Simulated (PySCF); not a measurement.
**Co²⁺: excitation energy**

Co²⁺ [Ar] 3d7 (4F) → Co²⁺ [Ar] 3d6 4s1 (6D), as a difference of total energies. All numbers are calculated (PySCF 2.14, the non-relativistic Hamiltonian (point nucleus), in aug-cc-pVQZ (9s8p6d4f3g2h, 140 functions)). Correlated levels: valence: [Ar] frozen. The calculations carry no spin-orbit coupling.

```
           method  excitation energy (eV)
              UHF                   4.900
              LDA                   6.203
              PBE                   6.207
             PBE0                   6.107
           r2SCAN                   6.107
           M06-2X                   6.176
          r2SCANh                   6.069
        BHandHLYP                   6.026
    MP2 (valence)                   6.276
SCS-MP2 (valence)                   6.671
```

How much does correlation contribute at MP2 (valence)?

6.276 − (4.900) = 1.376 eV, measured against UHF.

A first-order spin-orbit estimate (lowest level to lowest level, LS coupling) adds 0.031 eV.
